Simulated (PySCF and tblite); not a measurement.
Results of a calculation; reference values are marked as such.
C6H8O2, numbered as in [CH:1]#[C:2][CH:3]1[CH2:4][O:5][CH2:6][O:7][CH2:8]1.

Geometries GFN2-xTB; weights from CAM-B3LYP-D3(BJ)/pcSseg-1 (IEF-PCM, benzene) energies and GFN2-xTB thermal corrections, with symmetry numbers and mirror pairs. Conformers within 3 kcal/mol (GFN2-xTB free energy) were kept, 8 at most. Programs: PySCF with density fitting and tblite.

Rotational constants are equilibrium values for the commonest isotopes; dipoles come from the energy level named and are polarised by its solvent model.

The 6-ring runs over atoms 3–4–5–6–7–8.

```tsv
conformer	shape	symmetry	weight %
1	6-ring chair (all substituents equatorial)	Cs	94.1
2	6-ring chair (C2 axial)	Cs	5.9
```

Sets of constants, in random order:

```tsv
set	A (MHz)	B (MHz)	C (MHz)	abs μa (D)	abs μb (D)	abs μc (D)
P	4734	1481	1202	1.28	0.00	1.24
Q	3362	1845	1631	0.31	0.00	2.58
```

Q: Match each set to its conformer.

A: P is conformer 1, Q is conformer 2.


Conformer gaps in pcSseg-1 on xTB geometries can be 2 kcal/mol off for S=O, P=O and other polar bonds.